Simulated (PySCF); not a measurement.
Computed spin Hamiltonian

Species: C₆H₇O₂ (doublet state).
Structure used (GFN2-xTB), in Å, numbered top down from 1:
```
atom  x, y, z in Å
C1     3.378   -0.003   -0.360
C2     2.110   -0.186   -0.485
C3     0.790   -0.372   -0.631
C4    -0.092   -0.633    0.403
C5    -1.551   -0.770    0.173
O6    -2.251    0.473    0.469
C7    -2.345    1.351   -0.504
O8    -1.943    1.241   -1.625
H9     4.090   -0.817   -0.408
H10    3.810    0.977   -0.203
H11    0.389   -0.308   -1.637
H12    0.261   -0.659    1.421
H13   -2.003   -1.497    0.853
H14   -1.763   -1.030   -0.869
H15   -2.884    2.239   -0.125
```

The hyperfine couplings belong to this conformer and change with its torsions.

Identity: `C=[C]/C=C/COC=O` [radical].

The calculation used UKS B3LYP, pcH-1 on C H O, non-relativistic, mean-field spin-orbit, GIAO in PySCF. Geometry: GFN2-xTB, one conformer, isolated molecule. A GFN2-xTB geometry isn't a minimum of the functional, and hyperfine couplings can be far from their values at a DFT geometry. Stability of the SCF solution: not tested. ⟨S²⟩ is 0.774 where a pure state has 0.75.

- g1, g2, g3: 2.00211, 2.00215, 2.00243
- g_iso: 2.00223
- Form of g: close to axial: the two nearest values differ by 14 % of g3 − g1
- ⟨S²⟩: 0.7739 (exact 0.7500)
- Total energy: -383.22710 Eh

Hyperfine couplings atom by atom, in G; T1 to T3 are the principal values of the dipolar part (MHz turned into gauss with g_iso; 10 G = 1 mT):

```csv
atom,isotope,a_iso,T1,T2,T3,Mulliken spin population
C1,13C,-13.6,-3.3,0.9,2.5,-0.10
C2,13C,17.1,-18.1,-13.7,31.8,0.57
C3,13C,-17.1,-9.1,3.5,5.6,-0.24
C4,13C,22.7,-19.4,-19.0,38.4,0.68
C5,13C,-4.6,-0.4,-0.3,0.7,-0.03
O6,17O,-12.4,-5.0,2.4,2.6,0.03
C7,13C,-0.8,-0.2,-0.1,0.3,0.00
O8,17O,0.0,-0.7,0.2,0.5,0.00
H9,1H,38.3,-1.1,-0.8,1.9,0.05
H10,1H,38.3,-1.1,-0.8,1.9,0.05
H11,1H,5.3,-1.8,-0.3,2.1,0.01
H12,1H,-15.0,-8.1,-0.7,8.9,-0.03
H13,1H,7.8,-1.6,-0.8,2.4,0.01
H14,1H,2.3,-1.4,-0.9,2.3,0.00
H15,1H,3.4,-0.4,-0.3,0.7,0.00
```

Largest spin populations (Mulliken): C4 (+0.68), C2 (+0.57), C3 (-0.24) and C1 (-0.10). The angles at C4 add up to 359.8°, so it is planar; its axial dipolar tensor and the negative coupling of its proton fit spin in a p orbital normal to that plane.

The SMILES `C=[C]/C=C/COC=O` draws the unpaired electron on C2, whose computed spin population is only +0.57.

Under fast tumbling the dipolar parts average out, and these isotropic splittings remain: 1 × 1H (H10, I = 1/2, 2 lines) with 3.83 mT, 1 × 1H (H9, I = 1/2, 2 lines) with 3.83 mT, 1 × 1H (H12, I = 1/2, 2 lines) with 1.50 mT, 1 × 1H (H11, I = 1/2, 2 lines) with 0.53 mT, 2 × 1H (H13/H14, I = 1/2, 3 lines) with 0.51 mT and 1 × 1H (H15, I = 1/2, 2 lines) with 0.34 mT.

Means are taken over nuclei equivalent by connectivity, which assumes that they swap fast. H9 and H10 aren't averaged: C1 is flat or nearly so (angle sum 360°), and its turn about the short C1–C2 bond (1.29 Å) is taken as slow. The 1H value of +14.2 MHz is a mean of couplings from 6.4 to 22.0 MHz in this one geometry, not an average over conformers.

The 13C coupling of C4 (63.5 MHz) shows only in satellite lines or after enrichment, since that isotope makes up about 1.07 % of natural carbon.

The 17O coupling of O6 (-34.6 MHz) shows only in satellite lines or after enrichment, since that isotope makes up about 0.038 % of natural oxygen.

Examples of negative spin density at the nucleus (bohr⁻³): C3 (-0.0426), C1 (-0.0340) and C5 (-0.0115).

Time: 63 s of wall time (grids of density and orbitals included); peak memory 0.97 GiB. Hardware: Arm Neoverse V1, one thread, shared host.
